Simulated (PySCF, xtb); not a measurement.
SiHBr, SMILES [SiH]Br (connectivity only; charge and spin as stated), neutral, multiplicity 1.

GFN2-xTB run with xtb 6.7.1 at its own geometry gives an orbital gap of 2.34 eV and a dipole moment of 4.46 D.

Geometry optimised at B3LYP-D3(BJ)/def2-TZVP.

Q: What does ωB97X/def2-TZVPD in PySCF give? (The exact figures need the calculation; the answer reports its results.)

A: gap 8.22 eV (levels -9.27 and -1.05 eV), dipole 1.24 D.
